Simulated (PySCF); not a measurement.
Task: Give a PBE0-D3(BJ)/def2-SVP geometry of `[AsH3+][GaH2-][CH]1CC1`.

Result: 
```xyz
15
C3H10AsGa angstrom
As     2.3509    0.1342    0.6093
Ga     0.5179    0.9387   -1.1431
C     -0.7538   -0.4843   -0.6460
C     -1.3486   -0.5349    0.7443
C     -2.2064   -0.1363   -0.4100
H      3.6879    0.7979    0.8634
H      2.8716   -1.2831    0.5188
H      1.9084    0.0692    2.0534
H      1.3879    0.8339   -2.4540
H      0.2493    2.3486   -0.4761
H     -0.5974   -1.4667   -1.1072
H     -1.5233   -1.5160    1.1973
H     -1.0662    0.2387    1.4677
H     -2.9672   -0.8440   -0.7530
H     -2.5150    0.9116   -0.4869
```

Orientation and origin are arbitrary. Atoms count from 1 in this order. Ga2 (gallium bonded to As, C and 2 H) has angles from 93.4° to 121.2°. The C–C distances run from 1.492 Å (C4–C5, drawn single) to 1.513 Å (C3–C4, drawn single), a spread of 0.021 Å. The 3-membered ring C3–C4–C5 has internal angles of 59.1° to 60.5°. As1 (arsenic bonded to Ga and 3 H) has angles from 96.7° to 125.9°.

Bonds between heavy atoms (Å): As1–Ga2 2.660, Ga2–C3 1.972, C3–C4 1.513, C4–C5 1.492, C3–C5 1.512.

Computed, not measured: PBE0-D3(BJ)/def2-SVP geometry optimisation, gas phase (PySCF).

Point group: C1 (no symmetry element, even within 0.4 Å). PBE0-D3(BJ)/def2-SVP frequencies: not computed here. The numbers are those of one conformer (As1–Ga2–C3–C4 64°).

Hardware: an x86-64 server with one thread, no GPU, on a shared host. Cost: 4.4 min of wall time. That covers the optimisation of the geometry.
